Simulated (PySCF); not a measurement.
# Electric field gradients and quadrupole coupling constants

Compound: C4H6ClNO.
Structure used (GFN2-xTB), in Å, numbered top down from 1:
```xyz
13
C4H6ClNO angstrom
C      0.2214    1.5031    0.3025
C     -0.2305    0.2605    0.1989
C     -1.6816   -0.0838    0.1978
Cl    -2.2030   -0.3536   -1.5005
C      0.6866   -0.9267    0.1194
N      1.7766   -0.7493   -0.6611
O      0.4714   -1.9498    0.7305
H     -0.4515    2.3391    0.3979
H      1.2739    1.7292    0.3246
H     -2.3013    0.7179    0.5949
H     -1.8517   -1.0200    0.7295
H      2.4104   -1.5220   -0.7834
H      1.8750    0.0558   -1.2525
```

Field gradients from the PBE0/pcSseg-1 density (PySCF, non-relativistic), principal values in atomic units, ordered |Vxx| ≤ |Vyy| ≤ |Vzz|:

```csv
atom,Vxx,Vyy,Vzz
Cl4,-1.9273,-2.0852,4.0125
N6,0.4508,0.4926,-0.9434
O7,0.7916,0.8092,-1.6008
```

Task: Find the asymmetry η = (Vxx − Vyy)/Vzz and the couplings χ = eQV/h (234.96 MHz × Q in barn × V in au), with Q(35Cl) = −0.0817 b, Q(14N) = 0.02044 b, Q(17O) = −0.0256 b.

Result: 
| atom | environment | nucleus | η | χzz (MHz) | χxx (MHz) | χyy (MHz) |
| --- | --- | --- | --- | --- | --- | --- |
| Cl4 | alkyl chlorine | 35Cl | 0.04 | -77.03 | 37.00 | 40.03 |
| N6 | amide nitrogen | 14N | 0.04 | -4.531 | 2.165 | 2.366 |
| O7 | amide oxygen | 17O | 0.01 | 9.63 | -4.76 | -4.87 |

The gradient is axial or nearly so (η below 0.05) at Cl4, N6 and O7. The tensor is traceless: Vxx + Vyy + Vzz = 0.

Task: What is Vzz at N6 in SI units (1 au = 9.71736 × 10²¹ V/m²)?

Result: -0.9434 au = -9.168 × 10²¹ V/m².

Task: And the gradient at the other heavy atoms, for which no coupling is worked out here?

Result: 
```json
{"atom": "C1", "environment": "terminal =CH2 carbon", "Vzz (au)": "0.337", "η": "0.27"}
{"atom": "C2", "environment": "fully substituted alkene carbon", "Vzz (au)": "0.285", "η": "0.68"}
{"atom": "C3", "environment": "sp3 C–Cl carbon", "Vzz (au)": "0.478", "η": "0.33"}
{"atom": "C5", "environment": "amide carbonyl carbon", "Vzz (au)": "0.404", "η": "0.48"}
```

Task: What couplings would deuterons (Q(2H) = 0.00286 b) have in place of the hydrogens, at this geometry?

Result: 
```tsv
atom	bonded to	bond length (Å)	Vzz (au)	η	χzz (kHz)
H8	C1	1.077	0.3331	0.05	224
H9	C1	1.077	0.3337	0.05	224
H10	C3	1.088	0.3030	0.04	204
H11	C3	1.090	0.2930	0.05	197
H12	N6	1.007	0.4125	0.17	277
H13	N6	1.004	0.4199	0.19	282
```

Geometry: GFN2-xTB, one conformer, isolated molecule. GFN2-xTB bond lengths can be off by several hundredths of an ångström, more for odd bonds, and the gradients follow them. A larger basis could move these couplings by a tenth or more.
